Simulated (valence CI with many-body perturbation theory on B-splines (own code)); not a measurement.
# Energy levels of V¹⁰⁺

Method: valence CI with perturbative core correlation (CI+MBPT): three valence electrons over a frozen Dirac-Fock core [Ne], a basis of 11 s, 11 p, 10 d, 8 f, 5 g, 2 h functions for each j, with the one-electron correlation potential Σ1 (screened to all orders), the two-electron term Σ2, the three-electron term Σ3, Breit, model QED; selected single and double excitations, second order for the rest, scaled by the run's own slope (own B-spline code, finite nucleus).

No measured spectrum was set against this ion. As an estimate, levels of excited configurations hold to 0.05 to 0.15 % of their energy, terms of the ground configuration to about 0.5 %.

Levels 46 to 90 of 156, with energies above the lowest level, 3s2.3p 2P°_1/2. "Leading %" is the weight of the configuration and term that name the level; weights of strongly mixed levels are sums over their largest components and can fall short. Lifetimes count E1, E2, E3, M1 and M2 decay at the calculated energies, and are blank where another channel may lead or the interval is too uncertain; long ones can be off by a factor of two.

```csv
No.,Configuration,Term,J,E (eV),Leading %,Lifetime,g
46,3p2.3d,4F,9/2,96.17,97,86.3 ps,1.328
47,3p2.3d,2P,3/2,96.69,81,58.2 ps,1.309
48,3p2.3d,4D,1/2,97.07,65,65.7 ps,0.233
49,3p2.3d,4D,3/2,97.56,85,68.4 ps,1.213
50,3p2.3d,4D,5/2,97.61,96,71.7 ps,1.362
51,3p2.3d,2P,1/2,97.95,60,58.4 ps,0.435
52,3p2.3d,4D,7/2,97.97,95,73.0 ps,1.418
53,3p2.3d,2G,7/2,99.49,88,261 ps,0.891
54,3p2.3d,2G,9/2,99.69,86,264 ps,1.116
55,3p2.3d,2D,5/2,101.80,61,26.7 ps,1.316
56,3p2.3d,2D,3/2,102.04,75,28.5 ps,0.909
57,3p2.3d,4P,5/2,102.59,69,21.9 ps,1.481
58,3p2.3d,4P,3/2,102.67,86,20.1 ps,1.621
59,3p2.3d,4P,1/2,102.73,97,19.1 ps,2.647
60,3p2.3d,2P,1/2,106.03,73,32.9 ps,0.722
61,3p2.3d,2P,3/2,106.20,44,41.4 ps,1.118
62,3p2.3d,2D,3/2,106.91,52,44.3 ps,1.015
63,3p2.3d,2S,1/2,107.01,85,32.7 ps,1.961
64,3p2.3d,2D,5/2,107.54,91,61.5 ps,1.196
65,3p2.3d,2F,5/2,108.42,82,19.8 ps,0.866
66,3p2.3d,2F,7/2,108.72,86,19.7 ps,1.142
67,3s.3d2,4F,3/2,110.67,100,25.9 ps,0.398
68,3s.3d2,4F,5/2,110.71,100,26.2 ps,1.028
69,3s.3d2,4F,7/2,110.77,100,26.6 ps,1.238
70,3s.3d2,4F,9/2,110.84,100,27.1 ps,1.333
71,3p2.3d,2D,5/2,113.53,93,18.3 ps,1.195
72,3p2.3d,2D,3/2,113.91,95,18.3 ps,0.800
73,3s.3d2,4P,1/2,114.07,99,20.9 ps,2.670
74,3s.3d2,4P,3/2,114.10,99,21.0 ps,1.734
75,3s.3d2,4P,5/2,114.13,99,21.2 ps,1.601
76,3s2.4s,2S,1/2,116.20,95,7.70 ps,2.002
77,3s.3d2,2G,7/2,118.10,88,37.8 ps,0.888
78,3s.3d2,2G,9/2,118.12,88,37.3 ps,1.111
79,3s.3d2,2D,3/2,118.24,81,18.7 ps,0.799
80,3s.3d2,2D,5/2,118.24,81,18.7 ps,1.200
81,3s.3d2,2F,5/2,123.04,73,17.1 ps,0.857
82,3s.3d2,2F,7/2,123.10,74,17.5 ps,1.143
83,3s.3d2,2S,1/2,125.81,84,15.6 ps,1.972
84,3s.3d2,2P,1/2,126.23,70,13.7 ps,0.696
85,3s.3d2,2P,3/2,126.32,70,13.7 ps,1.333
86,3s2.4p,2P°,1/2,127.34,94,30.3 ps,0.666
87,3s2.4p,2P°,3/2,127.75,94,30.6 ps,1.334
88,3p.3d2,4G°,5/2,134.19,98,110 ps,0.575
89,3p.3d2,4G°,7/2,134.49,99,109 ps,0.985
90,3p.3d2,4G°,9/2,134.88,99,107 ps,1.172
```

Names give the largest LS component (configuration and term), which can be under half, so a name can repeat, a term be missing and a line seem to break the LS rules; names also repeat where a configuration has a term twice.
